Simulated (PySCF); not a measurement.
In(H)(Me)(OH) (CH5InO), SMILES [CH3][InH][OH]. The structure is a stationary point at B3LYP-D3(BJ)/def2-SVP. The def2 effective core potentials stand for the cores of In; spin–orbit coupling is left out. One conformer was computed; it need not be the lowest.

Computed equilibrium geometry at B3LYP-D3(BJ)/def2-SVP (PySCF confirms it by a frequency run) as Cartesian coordinates in Å, and its point group (one conformer of several):
point group Cs.
```xyz
8

In     0.2917     0.0509     0.0000
H      1.9494     0.5670     0.0000
C     -0.7112    -1.8678     0.0000
H     -0.4301    -2.4451     0.8932
H     -1.7959    -1.6931     0.0000
H     -0.4301    -2.4451    -0.8932
O     -1.0788     1.5379     0.0000
H     -0.6909     2.4233     0.0000
```
